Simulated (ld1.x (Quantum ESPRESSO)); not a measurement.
## Varying the TM potential for tin

Base potential:

ld1.x (Quantum ESPRESSO) 7.5 input, shortened:

```
&input
   title='Sn', zed=50., rel=1, dft='PBE', iswitch=3,
   config='[Kr] 4d10 5s2 5p2'
 /
 &inputp
   pseudotype=2, tm=.true., lloc=2,
   nlcc=.false.
 /
3
5S  1  0   2.00   0.00  1.50  1.50  0.0
5P  2  1   2.00   0.00  2.65  2.65  0.0
4D  3  2  10.00   0.00  1.15  1.15  0.0
 &test
   configts(1)='4d10 5s2 5p2'
 /
```

All-electron outer shells of the reference configuration (PBE, scalar-relativistic, ld1.x):

| shell | level (eV) | outermost node (bohr) | outermost maximum (bohr) |
| --- | --- | --- | --- |
| 4s | -133.93 | 0.40 | 0.74 |
| 4p | -89.70 | 0.41 | 0.79 |
| 4d | -25.84 | 0.39 | 0.88 |
| 5s | -10.55 | 0.98 | 2.01 |
| 5p | -3.69 | 1.09 | 2.55 |

Cutoffs, loose and tight: the cutoffs (Ry, on a coarse ladder) from which the occupation-weighted sum of valence levels, in a spherical-Bessel basis at the reference potential, stays within 10 and 1 mRy of its value at 400 Ry. They do not see the model core or the augmentation charge, which bear on the density cutoff. Test errors are all-electron minus pseudo excitation energies from the reference, over the configurations 4d10 5s2 5p1; 4d10 5s2 5p0; 4d10 5s1 5p0; 4d9 5s2 5p2; 4d10 5s0 5p0; 4d10 5s1 5p3; 4d10 5s0 5p4. A dash means not determined; rows that change the core or the reference have their own tests. The largest error is taken over the tests solved by every variant that gives reliable tests at all: 4d10 5s0 5p0; 4d10 5s0 5p4; 4d10 5s1 5p0; 4d10 5s1 5p3; 4d10 5s2 5p0; 4d10 5s2 5p1.

A true bound ghost makes a file unfit for plane-wave use even where its test errors are small: the radial tests pick states by their node count and pass the ghost by. Where a test does run into it, the solver fails or the error is huge.

| change | outcome | cutoff, loose | cutoff, tight | bound ghosts | largest test error (meV) |
| --- | --- | --- | --- | --- | --- |
| base | generated | 100 Ry | 160 Ry | s, p | +145 |
| wave 5s (bound): rc 1.50 bohr becomes 5s (bound): rc 1.06 bohr | failed: the pseudo-atom did not reach self-consistency | – | – | – | – |
| wave 5s (bound): rc 1.50 bohr becomes 5s (bound): rc 1.20 bohr | generated | 230 Ry | over 300 Ry | s, p | +624 |
| wave 5s (bound): rc 1.50 bohr becomes 5s (bound): rc 1.54 bohr | generated | 100 Ry | 160 Ry | s, p | +145 |
| wave 5s (bound): rc 1.50 bohr becomes 5s (bound): rc 1.76 bohr | generated | 100 Ry | 160 Ry | s, p | +127 |
| wave 5s (bound): rc 1.50 bohr becomes 5s (bound): rc 1.92 bohr | generated | 100 Ry | 160 Ry | s, p | +124 |
| wave 5s (bound): rc 1.50 bohr becomes 5s (bound): rc 2.28 bohr | generated | 100 Ry | 160 Ry | s, p | +117 |

Reading the sweep of the s radius (base included, trends over the rows without a ghost): Bound ghosts are found at 1.2, 1.5, 1.54, 1.76, 1.92, 2.28 bohr. Every judged row has one, so this setting neither creates nor removes them. The generation fails at 1.06 bohr.
